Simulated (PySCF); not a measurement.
Mo(O)2(Me)2 (C₂H₆MoO₂), SMILES [O]=[Mo]([CH3])(=[O])[CH3], multiplicity 1. Atoms are numbered in the order given.

```xyz
11

Mo     0.0000     0.0000     0.0940
O      0.0000    -1.3830     1.0570
O      0.0000     1.3830     1.0570
C     -1.7476     0.0000    -1.0861
H     -1.7440    -0.9043    -1.7196
H     -1.7440     0.9043    -1.7196
H     -2.6634     0.0000    -0.4742
C      1.7476     0.0000    -1.0861
H      2.6634     0.0000    -0.4742
H      1.7440     0.9043    -1.7196
H      1.7440    -0.9043    -1.7196
```

Coordinates come from a B3LYP-D3(BJ)/def2-SVP optimisation. The spin state was assumed, not searched. The structure was generated by enumeration; whether it is a known compound was not checked. The def2 effective core potentials stand for the cores of Mo; spin–orbit coupling is left out.

Method: B3LYP-D3(BJ)/def2-SVP in PySCF.

Frequencies are harmonic and unscaled.

| mode | ν (cm⁻¹) | IR (km/mol) | Raman (Å⁴/amu) | depolarisation | moving atoms (share of kinetic energy) |
|---|---|---|---|---|---|
| 1 | 91 | 0.0 | 0.0 | – | H 98 % |
| 2 | 100 | 0.4 | 0.1 | 0.75 | H 97 % |
| 3 | 152 | 0.1 | 4.2 | 0.74 | C 55 %, H 35 %, Mo 8 % |
| 4 | 185 | 0.1 | 1.7 | 0.75 | O 32 %, C 28 %, H 23 %, Mo 18 % |
| 5 | 208 | 0.0 | 4.8 | 0.75 | O 59 %, C 21 %, H 20 % |
| 6 | 237 | 7.8 | 1.1 | 0.75 | O 60 %, Mo 18 %, H 12 %, C 11 % |
| 7 | 336 | 1.6 | 3.6 | 0.74 | O 85 %, Mo 8 % |
| 8 | 507 | 23.5 | 1.2 | 0.75 | H 54 %, C 40 % |
| 9 | 552 | 19.4 | 20.4 | 0.08 | C 66 %, H 20 %, Mo 11 % |
| 10 | 611 | 22.8 | 6.2 | 0.71 | H 77 %, C 21 % |
| 11 | 615 | 42.4 | 3.4 | 0.75 | H 47 %, C 35 %, Mo 16 % |
| 12 | 653 | 0.0 | 4.0 | 0.75 | H 79 %, C 19 % |
| 13 | 661 | 3.7 | 2.7 | 0.75 | H 78 %, C 18 % |
| 14 | 1026 | 201.0 | 9.0 | 0.75 | O 79 %, Mo 20 % |
| 15 | 1044 | 98.2 | 29.6 | 0.01 | O 88 %, Mo 11 % |
| 16 | 1184 | 1.9 | 2.1 | 0.75 | H 78 %, C 22 % |
| 17 | 1196 | 4.2 | 0.5 | 0.31 | H 79 %, C 20 % |
| 18 | 1385 | 21.1 | 0.5 | 0.75 | H 94 % |
| 19 | 1393 | 3.1 | 32.5 | 0.67 | H 94 % |
| 20 | 1400 | 0.0 | 28.9 | 0.75 | H 95 % |
| 21 | 1405 | 17.6 | 0.2 | 0.75 | H 95 % |
| 22 | 3006 | 5.7 | 7.8 | 0.75 | H 97 % |
| 23 | 3008 | 0.2 | 309.2 | 0.00 | H 97 % |
| 24 | 3106 | 0.0 | 22.1 | 0.75 | H 90 %, C 10 % |
| 25 | 3108 | 4.1 | 123.0 | 0.75 | H 91 %, C 9 % |
| 26 | 3126 | 0.2 | 131.6 | 0.66 | H 91 %, C 9 % |
| 27 | 3126 | 0.2 | 53.3 | 0.75 | H 91 %, C 9 % |
